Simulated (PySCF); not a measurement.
Correlation energy of La³⁹⁺ (lanthanum, charge +39)

[Ar], closed-shell 1S. All numbers are calculated (PySCF 2.14, the spin-free X2C one-electron Hamiltonian (Gaussian nucleus), in an uncontracted even-tempered set (18 s from 7.3 bohr⁻², ratio 2.5; 12 p from 9.5 bohr⁻², ratio 2.5; 4 d from 42 bohr⁻², ratio 2.7; 4 f from 63 bohr⁻², ratio 2.7)). Frozen: 1s2; 16 electrons correlated; the 21 highest virtual orbitals of each spin left out.

MP2 pair energies summed by pair of shells (mhartree):

```tsv
pair	energy	share (%)
3p-3p	-187.33	28.8
2p-2p	-186.96	28.7
2p-3p	-120.67	18.5
2s-2p	-54.86	8.4
3s-3p	-33.40	5.1
2s-3p	-22.30	3.4
2p-3s	-19.56	3.0
2s-2s	-10.78	1.7
3s-3s	-8.74	1.3
2s-3s	-6.32	1.0
```

Total MP2 correlation energy: -650.93 mhartree.

At this charge the one-electron X2C treatment keeps the bare 1/r₁₂, with no two-electron picture change or Breit term. The effect here is smaller than on the frozen 1s shell; and a scalar Hamiltonian misses the large spin-orbit splitting of the p shells, which matters for ns² → np² pairs.
